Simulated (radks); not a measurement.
Isoelectronic series with 17 electrons, each ion in its NIST ground configuration. Calculated with a radial shooting solver on a logarithmic mesh with Libxc functionals: Dirac Kohn-Sham, PBE, spin-unpolarised, spherical densities, finite nucleus; open shells fill j = l - 1/2 first; Fermi nuclear charge, rms radius of each element as measured or else 0.836 A^(1/3) + 0.57 fm. Total energies (hartree) and orbital eigenvalues (hartree):

ion    configuration  E (hartree)      3p3/2      3p1/2      3s1/2      2p3/2
Cl      [Ne] 3s2 3p5   -461.43580   -0.31411   -0.31866   -0.76009   -7.01963
Ca3+    [Ne] 3s2 3p5   -677.78377   -2.18688   -2.20252   -2.91507  -13.56757
V6+     [Ne] 3s2 3p5   -938.33889   -5.14555   -5.18344   -6.17180  -22.47548
Fe9+    [Ne] 3s2 3p5  -1243.33143   -9.13969   -9.21638  -10.48347  -33.67774
Cu12+   [Ne] 3s2 3p5  -1593.13161  -14.15509  -14.29368  -15.84269  -47.15542
Ge15+   [Ne] 3s2 3p5  -1988.20014  -20.18710  -20.41844  -22.25308  -62.90235
Br18+   [Ne] 3s2 3p5  -2429.07907  -27.23492  -27.59892  -29.72350  -80.91770
Sr21+   [Ne] 3s2 3p5  -2916.38891  -35.29984  -35.84686  -38.26628  -101.2035
Nb24+   [Ne] 3s2 3p5  -3450.83136  -44.38439  -45.17677  -47.89659  -123.7637
Ru27+   [Ne] 3s2 3p5  -4033.19439  -54.49207  -55.60576  -58.63220  -148.6035
Ag30+   [Ne] 3s2 3p5  -4664.36515  -65.62713  -67.15350  -70.49354  -175.7293
Sn33+   [Ne] 3s2 3p5  -5345.32315  -77.79449  -79.84235  -83.50370  -205.1486
I36+    [Ne] 3s2 3p5  -6077.16449  -90.99969  -93.69750  -97.68867  -236.8697
